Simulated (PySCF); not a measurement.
Species: C5H8FO2 (doublet state).
Geometry (GFN2-xTB, Å), atoms numbered from 1 in this order:
```
atom  x, y, z in Å
C1    -2.7526    0.1235   -0.0484
C2    -1.4159   -0.5772    0.1167
O3    -0.4413    0.4008    0.4668
C4     0.8139   -0.1077    0.6609
O5     1.4893   -0.5256   -0.5412
C6     2.6060    0.3370   -0.3125
C7     1.9069    0.8957    0.8802
F8     2.4941    1.1205    2.0660
H9    -3.0311    0.6165    0.8786
H10   -3.5171   -0.6007   -0.3150
H11   -2.6796    0.8735   -0.8302
H12   -1.1131   -1.0691   -0.8159
H13   -1.4660   -1.3364    0.9120
H14    0.7974   -0.9406    1.3963
H15    2.7704    1.0145   -1.1556
H16    3.5311   -0.2159   -0.1027
```

The hyperfine couplings belong to this conformer and change with its torsions.

The species is `[C@H]1([C](F)CO1)OCC` [radical].

Method used: UKS B3LYP, pcH-1 on C F H O, non-relativistic, mean-field spin-orbit, GIAO (PySCF). The structure is a single GFN2-xTB conformer in the gas phase; no vibrational or solvent corrections. A GFN2-xTB geometry isn't a minimum of the functional, and hyperfine couplings can be far from their values at a DFT geometry. No stability test was run, so a lower SCF solution isn't excluded.

(1) Match the computed a_iso(13C) values +275.7, -19.8, -11.9, -1.7 MHz with the sites C2; C4; C6; C7.

(2) Match the computed a_iso(17O) values -17.2, +2.1 MHz with the sites O3; O5.

Answers

(1) 
```json
{"site": "C2", "a_iso (MHz)": "-1.7", "ρ(0) (bohr⁻³)": "-0.0015", "position": "3 bonds from C7", "distance from C7 (Å)": "3.71", "spin population": "0.00", "largest |T| (MHz)": "0.9"}
{"site": "C4", "a_iso (MHz)": "-19.8", "ρ(0) (bohr⁻³)": "-0.0176", "position": "1 bond from C7", "distance from C7 (Å)": "1.50", "spin population": "-0.02", "largest |T| (MHz)": "9.2"}
{"site": "C6", "a_iso (MHz)": "-11.9", "ρ(0) (bohr⁻³)": "-0.0106", "position": "1 bond from C7", "distance from C7 (Å)": "1.49", "spin population": "-0.05", "largest |T| (MHz)": "6.2"}
{"site": "C7", "a_iso (MHz)": "+275.7", "ρ(0) (bohr⁻³)": "+0.2453", "position": "largest spin population", "distance from C7 (Å)": "0.00", "spin population": "+0.88", "largest |T| (MHz)": "157.9"}
```

(2) 
```csv
site,a_iso (MHz),ρ(0) (bohr⁻³),position,distance from C7 (Å),spin population,largest |T| (MHz)
O3,-17.2,+0.0283,2 bonds from C7,2.44,+0.01,4.4
O5,+2.1,-0.0034,2 bonds from C7,2.05,+0.03,12.9
```

ρ(0) is the spin density at the nucleus and T the dipolar tensor; entries for several nuclei are means. The Mulliken spin populations are largest on C7 (+0.88) and F8 (+0.07). No atom but C7 exceeds +0.15. The angles at C7 add up to 336.9°, so it is pyramidal.

β density exceeds α density at some nuclei, such as C4 (-0.0176), C6 (-0.0106) and O5 (-0.0034), spin density in bohr⁻³. In a single determinant that takes different orbitals for the two spins, that is spin polarisation.

Class means assume fast exchange of nuclei equivalent by connectivity; if that motion is slow, each nucleus keeps its own coupling.
